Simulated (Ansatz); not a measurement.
The cluster Ga₂S₃⁻. Charge -1, multiplicity 2. Geometry B3LYP-D4/def2-SVP, that of the neutral singlet; atoms count from 1.

```xyz
5

Ga   -1.220   -0.318   -1.095
Ga    0.874    0.433    1.356
S     2.858    0.456    1.762
S    -1.299    0.431    0.978
S    -1.212   -1.002   -3.001
```

The structure comes from a short search, and lower isomers may exist.

(1) Estimate the Mulliken populations from the PBE0/def2-TZVPD orbitals of Ansatz.

(2) Where does the spin sit?

(3) And the Mayer bond orders between bonded heavy atoms (over 0.3)?

Results:

(1) 
```json
{"atom": "Ga1", "charge (e)": "0.12", "spin (α − β)": "0.58"}
{"atom": "Ga2", "charge (e)": "0.12", "spin (α − β)": "0.58"}
{"atom": "S3", "charge (e)": "-0.50", "spin (α − β)": "0.04"}
{"atom": "S4", "charge (e)": "-0.23", "spin (α − β)": "-0.22"}
{"atom": "S5", "charge (e)": "-0.50", "spin (α − β)": "0.04"}
```
Mulliken values and Mayer orders depend strongly on the basis. With diffuse functions, as here, like atoms can get unlike values, and bond orders can come out too low or too high.

(2) Summed by element: Ga 1.15, S -0.15, of 1 unpaired in all. Largest on single atoms: Ga2 0.58, Ga1 0.58, S4 -0.22.

(3) Ga1–S4 0.59 (2.21 Å); Ga1–S5 1.76 (2.02 Å); Ga2–S3 1.76 (2.02 Å); Ga2–S4 0.59 (2.21 Å). Values over 0.3 also appear between atoms too far apart for a bond (Ga1–Ga2 0.82 at 3.31 Å); they arise where an orbital or an unpaired electron spreads over both atoms.
